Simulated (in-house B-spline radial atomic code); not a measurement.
A run on Zr- that did not converge. Method: scalar-relativistic (X2C) PBE0, spin-polarised, spherical fractional occupations, Fermi nucleus of rms radius 4.2694 fm; computed with an all-electron radial atomic-structure program (B-spline basis).

Command:
```bash
python run_scf.py task.json out
```
Settings (nuclear radius in fm, mass in u):
```
Z                40
configuration    [Kr] 4d3 5s2
hamiltonian      x2c
method           pbe0
spin_polarised   True
nucleus          fermi
rms_radius       4.2694
atomic_mass      89.9047
speed_of_light   137.035999084
```

First and last ten iterations of the last attempt (damped for 15 steps, keeping 80 % of the old Fock matrix, then DIIS):
```
 iter        energy (Eh)    residual
    1       -3596.119596    4.23e-01
    2       -3596.243470    1.57e-01
    3       -3597.095665    9.48e-02
    4       -3597.528181    6.01e-02
    5       -3597.743596    3.82e-02
    6       -3597.847613    2.67e-02
    7       -3597.895225    1.74e-02
    8       -3597.915398    1.07e-02
    9       -3596.874169    5.39e-02
   10       -3597.822288    2.88e-02
  111       -3597.015506    5.20e-02
  112       -3597.022161    5.19e-02
  113       -3597.084514    5.01e-02
  114       -3597.149608    4.82e-02
  115       -3597.060824    5.09e-02
  116       -3597.112954    4.94e-02
  117       -3597.080660    5.04e-02
  118       -3597.067619    5.07e-02
  119       -3597.442967    3.87e-02
  120       -3590.905407    1.60e-01
 not converged after 120 iterations
```

The smallest residual met was 3.5e-03; the threshold is about 4e-07. No energy from this run should be used.Radii and densities under X2C are those of the two-component orbitals, without the picture-change correction, which makes inner s shells of heavy atoms about 5 % too small.
